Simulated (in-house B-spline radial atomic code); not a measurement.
## Binding energies in Eu⁷⁺

NIST's tabulated ground configuration is [Kr] 4d10 4f5 5s2 5p3; each binding energy is the energy of the ion with one electron taken from that subshell, relaxed, less that of the parent. Computed with a B-spline radial code for spherical atoms: Dirac-Hartree-Fock, average of configuration, Fermi nucleus of rms radius 5.1115 fm. Energies include first-order Breit, QED and recoil terms.

```csv
subshell,X-ray name,binding energy (eV),-ε (eV),relaxation (eV)
1s,K,48634.7,48912.0,72.5
2s,L1,8175.6,8238.5,39.4
3s,M1,1925,1947.8,18.4
3d3/2,M4,1279.5,1301.2,20.3
3d5/2,M5,1251.4,1272.1,19.9
4s,N1,487.7,494.5,5.8
4d3/2,N4,258.3,263.2,4.7
4d5/2,N5,253,257.6,4.6
5s,O1,142.8,143.6,0.6
5p,"O2,3",117,117.5,0.4
4f,"N6,7",112.5,115.8,3.4
```

Relaxation = -ε minus the binding energy without Breit, QED and recoil terms.

Task: What does it cost to remove both a 4f and a 5p electron?

Result: 248.18 eV, which is 18.65 eV more than the two single binding energies together.

Task: What does it cost to remove both a 4s and a 5p electron?

Result: 623.8 eV, which is 19.05 eV more than the two single binding energies together.

Task: What does it cost to remove two 1s electrons?

Result: 98374 eV, which is 1104 eV more than the two single binding energies together.
